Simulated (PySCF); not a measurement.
BGaH5N: where a starting geometry ends

The starting geometry of this gas-phase singlet was optimised with GFN2-xTB.

| atom | x (Å) | y (Å) | z (Å) |
| --- | --- | --- | --- |
| B | -1.3665 | 0.0316 | 0.3088 |
| Ga | -0.2401 | 2.3668 | 0.4512 |
| N | 0.0005 | 0.4767 | -0.4450 |
| H | -2.2231 | 0.8289 | -0.0546 |
| H | 0.7319 | -0.1722 | -0.1679 |
| H | -0.1318 | 0.3243 | -1.4412 |
| H | -1.1664 | 0.2228 | 1.5024 |
| H | -1.6416 | -1.0948 | 0.0566 |

Q: Where would you expect an optimisation with B3LYP-D3(BJ)/def2-SVP to take it?

A: A new bond forms, giving a structure given below by its coordinates. Contacts that close: B1–Ga2 (2.60 → 2.33 Å).

The energy falls by 0.18 eV over 7 steps:

```
step  E − E(last) (eV)
   1             0.184
   2             0.063
   3             0.028
   4             0.005
   5             0.000
   6             0.000
   7             0.000
```

Final geometry (Å):

```xyz
8

B    -1.3130    0.0403    0.2756
Ga   -0.4930    2.2045    0.5600
N     0.0076    0.3831   -0.4884
H    -2.1386    0.9261   -0.0752
H     0.8211   -0.1619   -0.2057
H    -0.0613    0.3432   -1.5045
H    -1.0800    0.3196    1.4826
H    -1.7869   -1.0727    0.1640
```

The end wasn't checked by frequencies. Run with PySCF 2.14.0, 35 s on 2 threads of Arm Neoverse V1, on a shared host.
